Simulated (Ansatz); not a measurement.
Gas-phase electronic energies from Ansatz, PBE0-D4/def2-TZVP geometries. CBS: MP2 limit from def2 TZ/QZ plus the TZ coupled-cluster correction, frozen cores. Functionals use def2-TZVPP. B3LYP here is the variant with VWN-RPA as its local correlation; programs differ in this. def2 core potentials past Kr. For Mo, W outer-core shells are correlated without core-valence functions, which leaves a few kJ/mol of doubt a bond. One conformer a species, not always the lowest.

Consider the redistribution: `[F][Mo]([F])([F])(=[S])[Cl]` + `[O]=[W]([OH])([OH])([Cl])[Cl]` → `[OH][Mo]([F])([F])(=[S])[Cl]` + `[O]=[W]([OH])([F])([Cl])[Cl]`.

Q: Is it downhill or uphill in electronic energy at CCSD(T)/CBS, and by how much? (An estimate is asked.)

A: Computed: Uphill: ΔE = +7.8 kJ/mol.

Q: What do these levels give: PBE-D4, B3LYP-D4, ωB97X-V, PBE, r2SCAN, MP2/def2-TZVPP, CCSD/def2-TZVPP, HF/def2-QZVPP, MP2/def2-QZVPP, SCS-MP2/def2-QZVPP, HF/CBS(def2), MP2/CBS(def2)? (An estimate is asked.)

A: Computed: PBE-D4 8.8, B3LYP-D4 7.4, ωB97X-V 7.4, PBE 9.0, r2SCAN 8.1, MP2/def2-TZVPP 8.6, CCSD/def2-TZVPP 6.9, HF/def2-QZVPP 1.9, MP2/def2-QZVPP 8.6, SCS-MP2/def2-QZVPP 8.4, HF/CBS(def2) 2.0, MP2/CBS(def2) 8.2 kJ/mol.

Largest T1 diagnostic among the species: 0.024, so the coupled-cluster value is less sure than usual.

In def2-TZVPP, CCSD(T) changes the Hartree–Fock value by +7.0 kJ/mol (the triples alone add +1.3 kJ/mol) and MP2 by +7.4 kJ/mol.
